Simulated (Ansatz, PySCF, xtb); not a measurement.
Lewis adduct: GaH3 (SMILES [GaH3]) (first 4 atoms) with NH3 (SMILES N); geometry from B3LYP-D3(BJ)/def2-TZVP, rigid monomers moved along the line of their centres of mass till Ga1···N5 is 3.05 Å.
(charge 0, multiplicity 1):
```xyz
8

Ga     0.47029    -0.36794     0.77091
H      0.08717    -1.90124     0.83918
H     -0.28103     0.54111    -0.28343
H      1.92853     0.05567     1.21425
N     -1.02007     0.55603     3.26906
H     -2.01339     0.36979     3.18184
H     -0.67587     0.07044     4.09048
H     -0.89417     1.55239     3.41198
```

Monomers are frozen at their geometry in the pair; levels with a basis set take the counterpoise correction. Rows marked so take none.

Rows in STO-3G carry no dispersion term and start afresh at each structure; the Pople sets are all-electron and without relativity.

Programs: Ansatz (Gaussian orbitals); PySCF for STO-3G rows; xtb for the GFN methods. 

**Question.** Give the interaction energy at the level HF/STO-3G (no counterpoise).

**Answer.** -11.5 kcal/mol

**Question.** Give the interaction energy at the level GFN2-xTB.

**Answer.** -16.8 kcal/mol

**Question.** Estimate the interaction energy that B3LYP/def2-TZVPPD returns for this input.

**Answer.** -10.5 kcal/mol

Ansatz is a quantum-chemistry and plane-wave program.
